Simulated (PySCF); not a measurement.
PySCF 2.14 output of an unrestricted M06-2X calculation on a single atom or ion in def2-TZVP (6s4p4d1f, 45 functions), with no relativity, point nucleus:

```
SCF conv_tol = 1e-09
number electrons alpha = 15  beta = 9
    Y. Zhao and D. G. Truhlar.,  Theor. Chem. Acc. 120, 215 (2008)
    Y. Zhao and D. G. Truhlar.,  Theor. Chem. Acc. 120, 215 (2008)
cycle= 1 E= -1150.66299735288  delta_E= -0.0025  |g|= 0.0151  |ddm|= 0.0741
cycle= 2 E= -1150.66302728853  delta_E= -2.99e-05  |g|= 0.0118  |ddm|= 0.0257
cycle= 3 E= -1150.66305507672  delta_E= -2.78e-05  |g|= 0.00101  |ddm|= 0.00561
cycle= 4 E= -1150.66305547443  delta_E= -3.98e-07  |g|= 4.09e-05  |ddm|= 0.00321
cycle= 5 E= -1150.66305547774  delta_E= -3.32e-09  |g|= 6.57e-06  |ddm|= 0.000422
cycle= 6 E= -1150.66305547778  delta_E= -3.43e-11  |g|= 3.2e-07  |ddm|= 3.97e-05
converged SCF energy = -1150.66305547778  <S^2> = 12.000674  2S+1 = 7.0001924
```

The run itself started from symmetry-adapted Hartree-Fock orbitals and held the occupation by maximum overlap, on a logarithmic radial grid, so the iterations belong to that start.

Q: Which element, charge and spin multiplicity is this?

A: Mn⁺ (manganese, charge +1), multiplicity 7; the state was [Ar] 3d5 4s1, high-spin 7S determinant.
